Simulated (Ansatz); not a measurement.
```yaml
crystal:
  periodic: [false, false, false]
  atoms:
    - {symbol: C, position_ang: [-1.475041, 0.154981, -1.310485]}
    - {symbol: C, position_ang: [0.041523, -0.579587, -1.614070]}
    - {symbol: C, position_ang: [0.267232, -1.884296, -0.528488]}
    - {symbol: C, position_ang: [0.222239, -1.308810, 1.083512]}
    - {symbol: C, position_ang: [-1.294659, -0.572397, 1.380957]}
    - {symbol: C, position_ang: [-1.524010, 0.735241, 0.299683]}
    - {symbol: C, position_ang: [-0.275346, 1.884603, 0.526659]}
    - {symbol: C, position_ang: [1.243947, 1.153885, 0.227387]}
    - {symbol: C, position_ang: [1.286567, 0.572861, -1.382667]}
    - {symbol: C, position_ang: [1.466886, -0.154783, 1.308805]}
    - {symbol: H, position_ang: [-1.658743, 1.079946, -2.096175]}
    - {symbol: H, position_ang: [-2.378502, -0.655731, -1.492525]}
    - {symbol: H, position_ang: [0.074182, -0.994276, -2.768036]}
    - {symbol: H, position_ang: [-0.607861, -2.728161, -0.698009]}
    - {symbol: H, position_ang: [1.342869, -2.432996, -0.748856]}
    - {symbol: H, position_ang: [0.384064, -2.245194, 1.859186]}
    - {symbol: H, position_ang: [-1.347611, -0.173014, 2.540408]}
    - {symbol: H, position_ang: [-2.195352, -1.394771, 1.242843]}
    - {symbol: H, position_ang: [-2.611230, 1.261006, 0.514646]}
    - {symbol: H, position_ang: [-0.439206, 2.837783, -0.229139]}
    - {symbol: H, position_ang: [-0.311940, 2.324061, 1.672156]}
    - {symbol: H, position_ang: [2.136681, 1.979121, 0.390740]}
    - {symbol: H, position_ang: [1.148037, 1.504755, -2.169443]}
    - {symbol: H, position_ang: [2.378779, 0.064195, -1.617087]}
    - {symbol: H, position_ang: [1.458838, 0.251248, 2.467126]}
    - {symbol: H, position_ang: [2.562045, -0.675303, 1.118247]}
basis:
  gaussian: {orbitals: STO-3G, fitting: {mean_field: def2-universal-jkfit}}
magnetization: {spin_polarized: true, initial_magnetization: 1}
hamiltonian: {xc: {name: revPBE}, dispersion: d4}
output: {forces: true}
```

```sh
$ ansatz run in.yaml --threads 4 --pin off --events-out ev --progress --plain --max-ram 66560MiB --backend cpu
```

Output, abridged:

```
Error: a molecule whose nuclei and cores have a total charge of 76 cannot have a net charge of 0 together with 1 unpaired electrons
```

(1) What is wrong with this run?

Answers

(1) The number of unpaired electrons doesn't fit the electron count. The program refused the input.
